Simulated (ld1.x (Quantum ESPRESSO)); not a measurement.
## Plane-wave convergence, RRKJ potential for Xe

ld1.x (Quantum ESPRESSO) 7.5 input, shortened:

```
&input
   title='Xe', zed=54., rel=2, dft='PZ', iswitch=3,
   config='[Kr] 4d10 5s2 5p5.5', rel_dist='average'
 /
 &inputp
   pseudotype=2, tm=.false., rho0=0.005, lloc=0,
   nlcc=.false.
 /
2
5P  2  1   5.50   0.00  1.45  1.45  0.0
5S  1  0   2.00   0.00  1.25  1.25  0.0
 &test
   configts(1)='5s2 5p5.5'
 /
```

Open shells are filled in proportion to 2j + 1 (rel_dist='average').

The pseudo-atom Hamiltonian at the reference potential is diagonalised in spherical Bessel functions j_l(qr) that vanish at 20 bohr, with q² up to the cutoff. All-electron valence levels (Ry): 5p1/2 -0.9988, 5p3/2 -0.9001, 5s -1.8008.

**Question.** How do the lowest levels (Ry) of each channel move with the cutoff, and are there ghosts?

**Answer.**

```csv
cutoff (Ry),p1/2 #1,p1/2 #2,p3/2 #1,p3/2 #2,s #1,d #1,d #2,f #1,Σ f·Δε (mRy)
8,-0.8724,-0.0820,-0.8134,-0.0765,-1.4650,-0.1418,0.0008,0.0386,1221.2
18,-1.0585,-0.0926,-1.3358,-0.1090,-1.5886,-0.1544,-0.0007,0.0386,2132.2
30,-5.7772,-0.8767,-10.5224,-0.7007,-1.6534,-0.1718,-0.0025,0.0386,1250.1
50,-7.5308,-0.9897,-15.1424,-0.8864,-1.7845,-0.1751,-0.0029,0.0386,99.9
80,-7.7478,-0.9985,-15.4530,-0.8996,-1.7913,-0.1789,-0.0032,0.0386,21.6
120,-7.9230,-0.9988,-15.5235,-0.9001,-1.7940,-0.1794,-0.0032,0.0386,13.7
180,-8.0625,-0.9989,-15.6616,-0.9001,-1.7987,-0.1798,-0.0033,0.0386,4.1
300,-8.1542,-0.9989,-15.7620,-0.9001,-1.8006,-0.1800,-0.0033,0.0386,0.3
400,-8.1652,-0.9989,-15.7719,-0.9002,-1.8007,-0.1800,-0.0033,0.0386,0.0
```

Result: ghost states, extra bound levels that the all-electron valence spectrum of the same l lacks: p3/2 at -214.6 eV, p1/2 at -111.1 eV, d at -2.45 eV (a true bound ghost makes a file unfit for plane-wave use); 10 mRy is reached at 140 Ry and 1 mRy at 230 Ry.
